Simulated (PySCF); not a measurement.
Molecule: `C=CCC=[N+](C)C`, [C6H12N]+.

Geometry (Å), atoms numbered from 1 in this order:
```xyz
19

C     2.360    0.413    1.262
C     1.681   -0.642    0.856
C     1.225   -0.840   -0.583
C    -0.239   -0.988   -0.563
N    -1.072   -0.014   -0.545
C    -2.495   -0.217   -0.465
C    -0.642    1.365   -0.590
H     2.702    0.494    2.279
H     2.641    1.216    0.600
H     1.432   -1.446    1.532
H     1.551    0.011   -1.181
H     1.685   -1.752   -0.969
H    -0.645   -1.991   -0.492
H    -2.744   -1.276   -0.435
H    -2.980    0.236   -1.331
H    -2.887    0.265    0.433
H     0.028    1.577    0.246
H    -0.108    1.575   -1.518
H    -1.504    2.024   -0.531
```

Total charge +1.

Frames of a GFN2-xTB Langevin trajectory at 400 K; GIAO PBE0/pcSseg-1 shieldings in PySCF 2.14, gas phase, non-relativistic; equivalent atoms averaged within each frame.

References, each an isolated molecule treated in the same way: ¹³C (σ = 186.93 ppm), ¹H (σ = 31.72 ppm) vs TMS; NH3 for ¹⁵N (σ = 267.73 ppm). The references are static minima.

How do the shifts (ppm) fluctuate along the trajectory?

## Answers


```csv
time (fs),C4,C1,C2,C3,C7,C6,N5,H13,H9,H10
250,194.1,136.4,124.1,51.4,47.0,46.1,216.3,8.40,7.06,6.27
425,192.2,145.6,130.5,38.4,44.0,63.8,244.4,8.64,6.27,6.42
625,190.8,149.4,130.4,47.2,43.5,43.4,224.8,8.56,7.13,6.10
800,193.2,146.5,129.7,54.7,52.8,58.2,237.8,8.95,7.07,5.86
1000,190.5,132.2,117.8,47.7,38.1,62.5,221.4,9.04,6.96,6.34
mean of frames,192.2,142.0,126.5,47.9,45.1,54.8,228.9,8.72,6.90,6.20
standard deviation,1.5,7.3,5.5,6.1,5.4,9.5,11.8,0.27,0.36,0.22
```

5 frames give an uncertainty of the mean of about the standard deviation over 2.2 at best, since frames this close in time may not be independent; classical motion lacks zero-point vibration, and the reference would need the same averaging.
